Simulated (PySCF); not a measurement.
# Ionisation energy of F⁺ by level of theory

F⁺ [He] 2s2 2p4 (3P) → F²⁺ [He] 2s2 2p3 (4S), as a difference of total energies. All numbers are calculated (PySCF 2.14, scalar relativity by spin-free X2C-1e, in aug-cc-pVDZ-DK (4s3p2d, 23 functions)). Correlated levels: valence: 1s2 frozen. The calculations carry no spin-orbit coupling.

| method | ionisation energy (eV) |
| --- | --- |
| UHF | 33.337 |
| r2SCAN | 35.088 |
| MP2 (valence) | 34.230 |
| SCS-MP2 (valence) | 34.234 |
| CCSD(T) (valence) | 34.265 |

Estimate what CCSD (valence) gives.

34.245 eV, closest to SCS-MP2 (valence) among the rows shown.

Estimate what PBE0 gives.

35.240 eV, closest to r2SCAN among the rows shown.

Errors of the correlated levels include the incompleteness of this basis and the frozen core.

For comparison: 34.950 eV (measured; NIST levels, between the centres of gravity of the two terms).
